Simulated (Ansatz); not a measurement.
Isolated molecules relaxed with PBE0-D4/def2-TZVP in Ansatz; ΔE leaves out vibrations. CBS: MP2 limit from def2 TZ/QZ plus the TZ coupled-cluster correction, frozen cores. DFT in def2-TZVPP. For Ge outer-core shells are correlated without core-valence functions, which leaves a few kJ/mol of doubt a bond. Scalar relativity is left out up to krypton. One conformer a species, not always the lowest.

Reaction (redistribution): `O[Si](O)(Cl)[GeH2][Cl]` + `F[SiH](Cl)[GeH2][Cl]` → `[Cl][GeH2][GeH2][Cl]` + `O[Si](O)(Cl)[SiH](F)Cl`

`O[Si](O)(Cl)[GeH2][Cl]`:

```xyz
10

O    -1.301   -1.373   -0.895
Si   -0.408   -0.624    0.234
O     0.832   -1.594    0.654
Cl   -1.523   -0.207    1.914
Ge    0.360    1.437   -0.658
Cl    1.909    1.992    0.764
H    -1.663   -2.242   -0.706
H     1.405   -1.306    1.369
H     1.053    1.336   -2.025
H    -0.664    2.580   -0.652
```

`F[SiH](Cl)[GeH2][Cl]`:

Z-matrix (Å, degrees):
```
Si
Cl 1 2.037
Ge 1 2.387 2 108.8
F 1 1.592 2 108.8 3 -118.5
H 1 1.481 2 108.3 3 124.6
Cl 3 2.157 1 106.2 2 -53.6
H 3 1.536 1 112.1 2 63.1
H 3 1.536 1 113.3 2 -170.9
```

`[Cl][GeH2][GeH2][Cl]`:

Cartesian coordinates in Å:
```
Cl 1.232 1.728 1.614
Ge 0.513 1.068 -0.310
Ge -0.409 -1.154 0.019
Cl -2.222 -0.905 1.163
H 1.721 1.075 -1.261
H -0.552 2.073 -0.765
H 0.525 -2.051 0.841
H -0.808 -1.833 -1.301
```

`O[Si](O)(Cl)[SiH](F)Cl`:

Cartesian coordinates in Å:
```
O 1.428 -0.738 1.118
Si 0.206 -0.694 0.051
O -1.023 -1.614 0.611
Cl 0.755 -1.425 -1.794
Si -0.350 1.567 -0.191
F -1.681 1.647 -1.071
Cl 1.141 2.539 -1.190
H 1.761 -1.586 1.420
H -1.632 -1.991 -0.027
H -0.606 2.296 1.072
```

```csv
level,ΔE (kJ/mol)
PBE-D4,1.8
B2PLYP,0.9
PBE,1.3
MP2/def2-TZVPP,2.6
SCS-MP2/def2-QZVPP,1.6
HF/CBS(def2),-2.4
MP2/CBS(def2),3.3
CCSD/CBS(def2),2.4
```

(1) What does CCSD(T)/CBS give? (Estimate.)

Largest T1 diagnostic among the species: 0.011.

Results:

(1) Ansatz gave: +3.0 kJ/mol. The listed levels differ from it by -1.2, -2.1, -1.7, -0.4, -1.4, -5.4, 0.3, -0.6 kJ/mol.

In def2-TZVPP, CCSD(T) changes the Hartree–Fock value by +3.9 kJ/mol (the triples alone add +0.6 kJ/mol) and MP2 by +4.3 kJ/mol.
